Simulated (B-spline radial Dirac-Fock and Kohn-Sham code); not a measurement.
Auger decay of the 4p3/2 hole in Eu²⁺

System: Eu²⁺, configuration [Xe] 4f7, inside a Watson sphere of charge -2 and radius 3 Å (a model of the Madelung potential; inside it an electron's potential energy is raised by 9.6 eV).

Level of theory: one-electron (LDA, Dirac) transition rates at Dirac-Fock energies; a radial finite-basis atomic code. Kinetic energies are configuration averages from the vacuum level; the two-hole energies are estimated from single-hole states.

```tsv
transition	kinetic energy (eV)	width (meV)	share (%)
N3-N4O1	50.65	119	1.7
N3-N5O1	55.79	612	8.9
N3-N4O2	74.08	86.5	1.3
N3-N4O3	78.26	339	4.9
N3-N5O2	79.08	578	8.4
N3-N5O3	83.46	886	12.9
N3-N4N7	93.81	361	5.3
N3-N4N6	94.08	117	1.7
N3-N5N6	98.39	1560	22.7
N3-N5N7	99.67	1600	23.4
N3-O1O3	176.9	24.1	0.4
N3-N7O1	194.6	43.8	0.6
N3-O2O3	198.7	23.0	0.3
N3-O3O3	202.5	32.1	0.5
N3-N7O2	217.8	37.3	0.5
N3-N6O3	221.5	136	2.0
N3-N7O3	222.1	166	2.4
N3-N6N7	237.8	65.4	1.0
N3-N7N7	238.4	26.7	0.4
```

Coster-Kronig rates are the weakest part of this model and often come out 1.5 to 2.5 times too large. Super-Coster-Kronig decay this fast strains the one-particle picture, and such widths tend to come out too large. The listed channels hold 100 % of the non-radiative rate. Summed by principal shells, of 6.85 eV in all: NNN 54.5 %, NNO 44.3 %, NOO 1.2 %.

Values without a named source are computed, but for edge energies of neutral atoms, which are taken from tables.
